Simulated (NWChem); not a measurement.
System: C$_{2}$H$_{4}$O$_{3}$Si; SMILES C[SiH]1OC(=O)O1

```xyz
10

C     -0.7412     2.2290     0.0000
Si     0.4665     0.8240     0.0000
O      0.1227    -0.4711    -1.0993
C     -0.0896    -1.2976     0.0000
O     -0.3881    -2.4529     0.0000
O      0.1227    -0.4711     1.0993
H     -0.5918     2.8660    -0.8961
H     -1.7812     1.8486     0.0000
H     -0.5918     2.8660     0.8961
H      1.9034     1.2301     0.0000
```
Atoms are numbered in this order, from 1.

Results from NWChem. Pople sets run with spherical d functions. Coordinates come from a PBE-D3(BJ)/def2-SVP optimisation. Vzz is the largest principal value of the second derivative of the potential at the nucleus (NWChem prints the opposite sign); η is the asymmetry. Non-relativistic.

```json
[
 {"level": "Hartree-Fock/def2-SVP", "Vzz O6 (a.u.)": "1.420", "η O6": "0.36", "Vzz O5 (a.u.)": "-1.578", "η O5": "0.01", "relative time": "1"},
 {"level": "Hartree-Fock/6-31G*", "Vzz O6 (a.u.)": "1.396", "η O6": "0.38", "Vzz O5 (a.u.)": "-1.550", "η O5": "0.11", "relative time": "1"},
 {"level": "CAM-B3LYP/6-31G*", "Vzz O6 (a.u.)": "1.274", "η O6": "0.36", "Vzz O5 (a.u.)": "-1.364", "η O5": "0.12", "relative time": "5"}
]
```

Relative times are rough (shared machine, one core).
